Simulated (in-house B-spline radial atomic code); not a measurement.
How G0W0 and RPA depend on the start: Ag6+

Configuration [Kr] 4d5, highest spin. Computed with an all-electron radial atomic-structure program (B-spline basis): all electrons, scalar-relativistic (spin-free one-electron X2C), finite nucleus, each spin shell either full or empty, empty states to l = 9 with an (l + 1/2)⁻⁴ tail; G0W0 by contour deformation at full frequency.

```
            start  mean-field 4d up (eV)  G0W0 (eV)  QP weight  RPA correlation (Eh)
     Hartree-Fock                -107.51          ?          ?                     ?
         LDA VWN5                 -97.58    -107.52      0.961               -3.1755
              PBE                 -97.59    -107.47      0.961               -3.1713
             PBE0                -100.36    -107.57      0.966               -3.1084
           r2SCAN                 -98.37    -107.50      0.964               -3.1296
            HSE06                 -99.92    -107.58      0.966               -3.1126
  B3LYP (VWN-RPA)                 -99.64    -107.58      0.965               -3.1221
             SCAN                 -98.30    -107.45      0.964               -3.1273
             TPSS                 -97.63    -107.49      0.962               -3.1588
        BHandHLYP                -102.78    -107.70      0.970               -3.0507
        CAM-B3LYP                -101.59    -107.67      0.968               -3.0992
          LC-wPBE                -102.95    -107.68      0.970               -3.1035
            wB97X                -102.48    -107.55      0.970               -3.0889
           PBEsol                 -97.52          ?          ?                     ?
             BLYP                 -97.23    -107.49      0.961               -3.1727
          r2SCAN0                -100.91    -107.59      0.968               -3.0804
LDA exchange-only                 -96.09    -107.66      0.960               -3.1749
```

(1) What G0W0 level, weight and RPA correlation energy follow from the Hartree-Fock start?

(2) What G0W0 level, weight and RPA correlation energy follow from the PBEsol start?

(3) How much of the dependence on the start does G0W0 remove?

## Answers

(1) G0W0 level -107.90 eV, weight 0.976, RPA correlation -2.9431 hartree.

(2) G0W0 level -107.48 eV, weight 0.961, RPA correlation -3.1727 hartree.

(3) The mean-field levels span 11.4 eV and the G0W0 levels 0.445 eV. Against 106 ± 2 eV (NIST, tabulated theory) the G0W0 removal energies are off by +1.45 to +1.90 eV, with spin-orbit coupling, Breit and QED terms left out.
